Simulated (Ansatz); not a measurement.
Species: C$_{4}$H$_{4}$NS (charge -1, singlet). It need not be the lowest isomer of its formula. Whether it binds its extra electron was not tested at this geometry. 
Coordinates optimised at B3LYP-D3(BJ)/def2-TZVP (Ansatz, a first-principles code):
SMILES: c1sccc1[NH-]
```xyz
10

N     -2.2838    -0.8966    -0.0131
C     -1.0272    -0.4483    -0.0002
C      0.1883    -1.2544     0.1682
C      1.3604    -0.5662     0.1463
S      1.1011     1.1215    -0.0804
C     -0.6227     0.8982    -0.1474
H     -2.2582    -1.9085     0.1157
H      0.1398    -2.3305     0.3010
H      2.3621    -0.9558     0.2506
H     -1.2666     1.7506    -0.2902
```
Charge -1, spin multiplicity 1.

Total electronic energies in hartree. Cores are frozen in the correlated levels unless marked. Spin-orbit coupling is left out. No relativistic terms. Basis-set limits of correlation are two-point, X^-3; Hartree-Fock from the larger set.

```csv
level,program,energy (Eh)
HF/6-31G*,Ansatz,-605.68018
HF/cc-pV(T+d)Z,Ansatz,-605.80598
HF/cc-pVTZ,Ansatz,-605.80285
RI-HF/aug-cc-pV(Q+d)Z,Ansatz,-605.83217
BLYP/def2-TZVPD,Ansatz,-607.77513
PBE0-D4/def2-TZVP,Ansatz + dftd4,…
BHLYP/def2-TZVPD,Ansatz,-607.71002
r2SCANh-D4/def2-TZVPD,Ansatz + dftd4,…
RPA@PBE/cc-pV(T+d)Z,Ansatz,-607.37594
RPA@PBE/cc-pV(Q+d)Z,Ansatz,-607.52514
MP2/cc-pV(D+d)Z,Ansatz,-606.56475
SCS-MP2/STO-3G,Ansatz,-598.94156
SCS-MP2/cc-pVTZ,Ansatz,-606.81396
CCSD/STO-3G,Ansatz,-598.98779
"CCSD(T)/CBS(aug-cc-pV(T+d)Z,aug-cc-pV(Q+d)Z)",Ansatz,-607.0601
```

### Question
Fill in the missing entries.

### Answer

- PBE0-D4/def2-TZVP, energy (Eh): -607.47074
- r2SCANh-D4/def2-TZVPD, energy (Eh): -607.69769
